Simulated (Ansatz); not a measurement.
Basis sets compared for the cluster Be₁₂⁺. Total charge 1; doublet. Geometry PBE0/def2-SVP. Ansatz on 4 threads of Arm Neoverse V2 on a shared host; times are rough, and most runs start from earlier orbitals.

Cartesian coordinates in Å:
```
Be 0.1123 -1.7320 -1.3694
Be -0.5925 1.2379 -0.2952
Be 1.2072 -0.6208 0.3614
Be -0.8612 1.5790 2.0626
Be -1.8746 -0.0368 1.1687
Be 1.4417 1.1351 -0.8752
Be 1.8094 -0.6277 -1.9525
Be -0.0452 -0.2593 2.2040
Be -0.6069 -1.6748 0.6225
Be 1.0131 1.3343 1.1537
Be -0.0132 0.1992 -2.2110
Be -1.5901 -0.5341 -0.8696
```

At PBE0/def2-TZVP the charge 1 doublet is spin-contaminated (final ⟨S²⟩ up to 0.91, 0.75 for a pure state). Another isomer (doublet) lies 0.24 eV lower at PBE0/def2-TZVP; other spin states weren't run for this one.

```tsv
level	functions	energy (Eh)	HOMO (eV)	LUMO (eV)	wall time
PBE/def2-SVP	108	-176.0811	-8.79	-8.53	3.8 s
PBE0/def2-SVP	108	-176.1276	-9.41	-7.80	11 s
```

Question: Estimate the rows for PBE/def2-TZVP (with forces), PBE0/def2-TZVP.

Answer: 
| level | functions | energy (Eh) | HOMO (eV) | LUMO (eV) | wall time |
| --- | --- | --- | --- | --- | --- |
| PBE/def2-TZVP (with forces) | 228 | -176.2617 | -8.77 | -8.52 | 9.5 s |
| PBE0/def2-TZVP | 228 | -176.3093 | -9.35 | -7.78 | 24 s |
